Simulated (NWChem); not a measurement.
System: CdSiH4SO; SMILES [SiH3][O][Cd][SH]

Here is an NWChem input.

```
start job
memory heap 200 mb stack 900 mb global 1100 mb
geometry units angstroms
  Cd     0.495466     0.476284     0.545887
  S      0.736149     2.784465     0.385811
  H     -0.546484     2.975243     0.002153
  O      0.322365    -1.468432     0.763023
  Si     0.325338    -2.804922    -0.193994
  H     -0.780740    -2.775513    -1.210609
  H      0.145559    -4.029226     0.646151
  H      1.609334    -2.952211    -0.959987
end
basis spherical
  * library 3-21g
end
dft
  xc b3lyp
  iterations 150
end
driver
  maxiter 120
end
task dft optimize
```

Parts of the log:

```
             Northwest Computational Chemistry Package (NWChem) 7.3.0
             --------------------------------------------------------

 C1  symmetry detected

                             Geometry "geometry" -> ""
                             -------------------------

 Output coordinates in angstroms (scale by  1.889725989 to convert to a.u.)

  No.       Tag          Charge          X              Y              Z
 ---- ---------------- ---------- -------------- -------------- --------------
    1 Cd                  48.0000     0.13113519    -0.38330735     0.00227570
    2 S                   16.0000    -0.24634330    -2.67803321     0.05700552
    3 H                    1.0000    -0.53083303    -2.74685409    -1.26324688
    4 O                    8.0000     0.52821361     1.54055932    -0.00762922
    5 Si                  14.0000    -0.30750079     2.95586530     0.01658471
    6 H                    1.0000    -1.22186680     3.09354176    -1.16779677
    7 H                    1.0000     0.64683805     4.10736455    -0.00268331
    8 H                    1.0000    -1.16783225     3.08664304     1.24125283

 Effective nuclear repulsion energy (a.u.)     517.5674043042

                                Z-matrix (autoz)
                                --------

 Units are Angstrom for bonds and degrees for angles

      Type          Name      I     J     K     L     M      Value
      ----------- --------  ----- ----- ----- ----- ----- ----------
    1 Stretch                  1     2                       2.32621
    2 Stretch                  1     4                       1.96444
    3 Stretch                  2     3                       1.35231
    4 Stretch                  4     5                       1.64381
    5 Stretch                  5     6                       1.50259
    6 Stretch                  5     7                       1.49569
    7 Stretch                  5     8                       1.50236
    8 Bend                     1     2     3                93.51849
    9 Bend                     1     4     5               137.76301
   10 Bend                     2     4     5               139.00088
   11 Bend                     4     2     3                94.20497
   12 Bend                     4     5     6               112.12662
   13 Bend                     4     5     7               109.77212
   14 Bend                     4     5     8               112.21567
   15 Bend                     6     5     7               107.91351
   16 Bend                     6     5     8               106.62355
   17 Bend                     7     5     8               107.99125
   18 Torsion                  1     4     5     6         -60.33807
   19 Torsion                  1     4     5     7         179.72829
   20 Torsion                  1     4     5     8          59.63872
   21 Torsion                  3     2     4     5          80.84539
   22 Torsion                  2     3     1     4         175.57912
   23 Torsion                  2     1     5     4         176.13464

                           NWChem Geometry Optimization
                           ----------------------------

 maximum gradient threshold         (gmax) =   0.000450
 rms gradient threshold             (grms) =   0.000300
 maximum cartesian step threshold   (xmax) =   0.001800
 rms cartesian step threshold       (xrms) =   0.001200
 fixed trust radius                (trust) =   0.300000
 source of zmatrix                         =   autoz

          -------------------
          Energy Minimization
          -------------------

 Using diagonal initial Hessian
 Scaling for Hessian diagonals: bonds = 1.00  angles = 0.25  torsions = 0.10

          --------
          Step   0

                                 NWChem DFT Module
                                 -----------------

 Summary of "ao basis" -> "ao basis" (spherical)
 ------------------------------------------------------------------------------
       Tag                 Description            Shells   Functions and Types
 ---------------- ------------------------------  ------  ---------------------
 Cd                          3-21g                  14       36   6s5p3d
 S                           3-21g                   7       13   4s3p
 H                           3-21g                   2        2   2s
 O                           3-21g                   5        9   3s2p
 Si                          3-21g                   7       13   4s3p

            General Information
            -------------------
          SCF calculation type: DFT
          Wavefunction type:  closed shell.
          No. of atoms     :     8
          No. of electrons :    90
           Alpha electrons :    45
            Beta electrons :    45
          Charge           :     0
          Spin multiplicity:     1
          Use of symmetry is: off; symmetry adaption is: off
          Maximum number of iterations: 150
          AO basis - number of functions:    79
                     number of shells:    41
          Convergence on energy requested:  1.00D-06
          Convergence on density requested:  1.00D-05
          Convergence on gradient requested:  5.00D-04

              XC Information
              --------------
                         B3LYP Method XC Potential
                     Hartree-Fock (Exact) Exchange  0.200
                        Slater Exchange Functional  0.800 local
                    Becke 1988 Exchange Functional  0.720 non-local
              Lee-Yang-Parr Correlation Functional  0.810
                  VWN I RPA Correlation Functional  0.190 local

             Grid Information
             ----------------
          Grid used for XC integration:  medium
          Radial quadrature: Mura-Knowles
          Angular quadrature: Lebedev.
          Tag              B.-S. Rad. Rad. Pts. Rad. Cut. Ang. Pts.
          ---              ---------- --------- --------- ---------
          Cd                  1.55      123          11.0       590
          S                   1.00       88          14.0       590
          H                   0.35       45          14.0       434
          O                   0.60       49          11.0       434
          Si                  1.10       88          13.0       590
          Grid pruning is: on
          Number of quadrature shells:   528
          Spatial weights used:  Erf1

      Superposition of Atomic Density Guess
      -------------------------------------

 Sum of atomic energies:       -6199.05768669

      Non-variational initial energy
      ------------------------------

 Total energy =   -6199.797296
 1-e energy   =   -9604.142891
 2-e energy   =    2886.778191
 HOMO         =      -0.319055
 LUMO         =      -0.067988

   convergence    iter        energy       DeltaE   RMS-Dens  Diis-err
 ---------------- ----- ----------------- --------- --------- ---------
 d= 0,ls=0.0,diis     1  -6203.6922776453 -6.72D+03  3.33D-02  9.98D-01
 d= 0,ls=0.0,diis     2  -6203.0483658302  6.44D-01  2.34D-02  6.88D+00
 d= 0,ls=0.0,diis     3  -6203.8067151119 -7.58D-01  5.50D-03  6.18D-02
 d= 0,ls=0.0,diis     4  -6203.8118667585 -5.15D-03  2.41D-03  3.00D-02
 d= 0,ls=0.0,diis     5  -6203.8169104424 -5.04D-03  2.66D-04  3.83D-04
  Resetting Diis
 d= 0,ls=0.0,diis     6  -6203.8169653838 -5.49D-05  5.87D-05  2.42D-05
 d= 0,ls=0.0,diis     7  -6203.8169682189 -2.84D-06  3.18D-05  1.48D-06
 d= 0,ls=0.0,diis     8  -6203.8169678254  3.94D-07  2.07D-05  5.63D-06
 d= 0,ls=0.0,diis     9  -6203.8169683894 -5.64D-07  3.12D-06  1.47D-07

         Total DFT energy =    -6203.816968389436
      One electron energy =    -9602.565935262137
           Coulomb energy =     3088.826416516548
    Exchange-Corr. energy =     -207.644853948091
 Nuclear repulsion energy =      517.567404304245

 Numeric. integr. density =       89.999998488997

                       DFT Final Molecular Orbital Analysis
                       ------------------------------------

 Vector   43  Occ=2.000000D+00  E=-2.791331D-01
              MO Center=  2.0D-01,  1.3D+00,  6.4D-02, r^2= 6.0D+00
   Bfn.  Coefficient  Atom+Function         Bfn.  Coefficient  Atom+Function
  ----- ------------  ---------------      ----- ------------  ---------------
    58      0.391500  4 O  px                54      0.335983  4 O  px
    77     -0.320014  7 H  s                 43      0.213092  2 S  px
    79      0.210617  8 H  s                 47      0.194636  2 S  px
    59      0.148310  4 O  py                76     -0.143752  7 H  s
    16     -0.135864  1 Cd py                14     -0.131850  1 Cd s

[...]

      ----------------------
      Optimization converged
      ----------------------

  Step       Energy      Delta E   Gmax     Grms     Xrms     Xmax
  ---- ---------------- -------- -------- -------- -------- --------
@   12   -6203.82326188  1.3D-09  0.00002  0.00001  0.00045  0.00103
                                     ok       ok       ok       ok

                                Z-matrix (autoz)
                                --------

 Units are Angstrom for bonds and degrees for angles

      Type          Name      I     J     K     L     M      Value     Gradient
      ----------- --------  ----- ----- ----- ----- ----- ---------- ----------
    1 Stretch                  1     2                       2.45601   -0.00002
    2 Stretch                  1     4                       1.98352   -0.00002
    3 Stretch                  2     3                       1.37872   -0.00000
    4 Stretch                  4     5                       1.68389    0.00000
    5 Stretch                  5     6                       1.50645    0.00000
    6 Stretch                  5     7                       1.49965    0.00000
    7 Stretch                  5     8                       1.50613    0.00000
    8 Bend                     1     2     3                96.39967    0.00002
    9 Bend                     1     4     5               146.92181   -0.00001
   10 Bend                     2     4     5               148.85604   -0.00001
   11 Bend                     4     2     3                97.80475    0.00002
   12 Bend                     4     5     6               112.80776    0.00000
   13 Bend                     4     5     7               110.31050    0.00001
   14 Bend                     4     5     8               112.87749    0.00000
   15 Bend                     6     5     7               107.06466   -0.00000
   16 Bend                     6     5     8               106.28765   -0.00000
   17 Bend                     7     5     8               107.13827   -0.00000
   18 Torsion                  1     4     5     6         -60.42870   -0.00000
   19 Torsion                  1     4     5     7         179.89565   -0.00000
   20 Torsion                  1     4     5     8          60.07973   -0.00000
   21 Torsion                  3     2     4     5          85.13843    0.00000
   22 Torsion                  2     3     1     4         172.40957   -0.00001
   23 Torsion                  2     1     5     4         166.75673   -0.00001

                         Geometry "geometry" -> "geometry"
                         ---------------------------------

 Output coordinates in angstroms (scale by  1.889725989 to convert to a.u.)

  No.       Tag          Charge          X              Y              Z
 ---- ---------------- ---------- -------------- -------------- --------------
    1 Cd                  48.0000     0.05126348    -0.43153734    -0.03741405
    2 S                   16.0000    -0.17480669    -2.87551827     0.05118802
    3 H                    1.0000    -0.43143934    -3.05488932    -1.29150577
    4 O                    8.0000     0.36000413     1.52773729    -0.02067643
    5 Si                  14.0000    -0.32739680     3.06404944     0.03134797
    6 H                    1.0000    -1.24123626     3.33472876    -1.13528675
    7 H                    1.0000     0.74275103     4.11430497     0.00502364
    8 H                    1.0000    -1.14732889     3.29690379     1.27308593

 Effective nuclear repulsion energy (a.u.)     498.4186402214

                Final and change from initial internal coordinates
                --------------------------------------------------

                                Z-matrix (autoz)
                                --------

 Units are Angstrom for bonds and degrees for angles

      Type          Name      I     J     K     L     M      Value       Change
      ----------- --------  ----- ----- ----- ----- ----- ---------- ----------
    1 Stretch                  1     2                       2.45601    0.12980
    2 Stretch                  1     4                       1.98352    0.01908
    3 Stretch                  2     3                       1.37872    0.02641
    4 Stretch                  4     5                       1.68389    0.04008
    5 Stretch                  5     6                       1.50645    0.00386
    6 Stretch                  5     7                       1.49965    0.00396
    7 Stretch                  5     8                       1.50613    0.00377
    8 Bend                     1     2     3                96.39967    2.88119
    9 Bend                     1     4     5               146.92181    9.15879
   10 Bend                     2     4     5               148.85604    9.85516
   11 Bend                     4     2     3                97.80475    3.59978
   12 Bend                     4     5     6               112.80776    0.68114
   13 Bend                     4     5     7               110.31050    0.53837
   14 Bend                     4     5     8               112.87749    0.66182
   15 Bend                     6     5     7               107.06466   -0.84885
   16 Bend                     6     5     8               106.28765   -0.33590
   17 Bend                     7     5     8               107.13827   -0.85298
   18 Torsion                  1     4     5     6         -60.42870   -0.09063
   19 Torsion                  1     4     5     7         179.89565    0.16736
   20 Torsion                  1     4     5     8          60.07973    0.44101
   21 Torsion                  3     2     4     5          85.13843    4.29303
   22 Torsion                  2     3     1     4         172.40957   -3.16955
   23 Torsion                  2     1     5     4         166.75673   -9.37791

 ==============================================================================
                                internuclear distances
 ------------------------------------------------------------------------------
       center one      |      center two      | atomic units |  angstroms
 ------------------------------------------------------------------------------
    2 S                |   1 Cd               |     4.64119  |     2.45601
    3 H                |   2 S                |     2.60540  |     1.37872
    4 O                |   1 Cd               |     3.74831  |     1.98352
    5 Si               |   4 O                |     3.18209  |     1.68389
    6 H                |   5 Si               |     2.84679  |     1.50645
    7 H                |   5 Si               |     2.83393  |     1.49965
    8 H                |   5 Si               |     2.84617  |     1.50613
 ------------------------------------------------------------------------------
                         number of included internuclear distances:          7
 ==============================================================================
```

Level: B3LYP/3-21G, non-relativistic. B3LYP is NWChem's, with the RPA form of VWN correlation.
